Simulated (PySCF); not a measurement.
An unknown shows these calculated signals:

¹H NMR (500 MHz, computed): δ 8.05 (d, 1H), 5.50 (d, 1H), 3.87 (s, 3H), 2.34 (s, 3H).

¹³C{¹H} NMR (computed): δ 173.5 (C), 170.5 (C), 152.9 (CH), 108.0 (CH), 53.2 (CH3), 23.0 (CH3).

PySCF 2.14.0 with density-fitted response routines calculation with geometry from GFN2-xTB and GIAO PBE0/pcSseg-1 shieldings; non-relativistic, in vacuum, equivalent nuclei averaged, single conformer.

Scale: ¹H and ¹³C against TMS (reference shieldings calculated alike).

Task: Which of these does the molecule contain: a non-aromatic C=C double bond, a Si–H bond, a three-membered ring, a methoxy group, a CF3 group, an ester?

Result: 
- A non-aromatic C=C double bond: yes.
- A Si–H bond: no.
- A three-membered ring: no.
- A methoxy group: yes (δC 53.2; δH 3.87 (s)).
- A CF3 group: no.
- An ester: yes (δC 170.5).

The data belong to `InChI=1S/C6H8O4/c1-5(7)10-4-3-6(8)9-2/h3-4H,1-2H3/b4-3-`; they needn't prove each group on their own.

Carbon signals by region: 2 in the far downfield region (above 160 ppm), 2 in the sp2 and nitrile region (100–160 ppm), 1 at 50–100 ppm, 1 below 50 ppm. Above 160 ppm: 173.5, ester carbonyl carbon, 170.5, ester carbonyl carbon.

Shifts are as computed. Against solution values, carbons near 30 ppm lie about +3 ppm off and those near 130 ppm about +5 ppm. Of 1211 compounds with measured shifts, 218 miss one by over three times the rms of a fit or turn the order of signals round; such compounds aren't used in these exercises. Multiplicities follow the n + 1 count of equivalent neighbours, as no J values were calculated; m marks all less simple cases, F and P coupling included.
